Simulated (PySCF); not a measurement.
Structure from NMR data

An unknown has the formula C9H5F2N. Its calculated NMR data are:

¹H NMR (500 MHz, computed): δ 6.25 (m, 1H), 5.49 (m, 1H), 5.36 (m, 1H), 3.79 (m, 1H), 3.64 (m, 1H).

¹³C{¹H} NMR (computed): δ 159.9 (C), 141.7 (CH), 123.6 (CH), 119.2 (C), 114.6 (CH), 109.7 (C), 50.2 (C), 49.0 (CH), 45.5 (CH).

- geometry from GFN2-xTB
- NMR shieldings at PBE0/pcSseg-1/GIAO
- code: PySCF 2.14
- isolated molecule, no relativistic terms, a single conformation

Scale: TMS for ¹H (σ = 31.72 ppm) and ¹³C (σ = 186.93 ppm) (reference shieldings calculated alike).

Task: Deduce the structure.

Result: 
- The formula gives 7 degrees of unsaturation (3 rings in the answer).
- 9 carbon signals for 9 carbons: no two carbons are equivalent.
- Carbon types of the structure: 4 × C, 5 × CH, which accounts for all hydrogens.
- δC 159.9: fully substituted alkene carbon; an sp2 carbon of a C=C bond.
- δC 141.7, 123.6, 114.6: alkene CH; as expected for a trigonal carbon in a double bond.
- δC 119.2: nitrile carbon; typical of a nitrile.
- δC 109.7, 49.0, 45.5: three-membered-ring carbon.
- δC 50.2: allylic quaternary sp3 carbon; a saturated carbon with 4 carbon neighbours and no heteroatom attached.
- δH 6.25, 5.49, 5.36: hydrogen on an alkene CH; attached to an sp2 carbon and in the plane of the double bond.
- δH 3.79, 3.64: hydrogen on a three-membered-ring carbon.

These data were computed for `C(#N)[C@@]12C=C[C@H]3[C@@H](C(F)=C1)[C@@]23F`.

This is the structure that produced the data.

Splittings by ¹⁹F in the carbon and heteronuclear signals aren't shown, as no couplings were computed. Shifts are as computed. Against solution values, carbons near 30 ppm lie about +3 ppm off and those near 130 ppm about +5 ppm. Of 1211 compounds with measured shifts, 218 miss one by over three times the rms of a fit or turn the order of signals round; such compounds aren't used in these exercises. No couplings were computed; multiplicities are counted from neighbouring protons, with m where these are inequivalent, close in shift, in a saturated or five-membered ring or joined by F or P, and br s for small geminal =CH2 splittings.
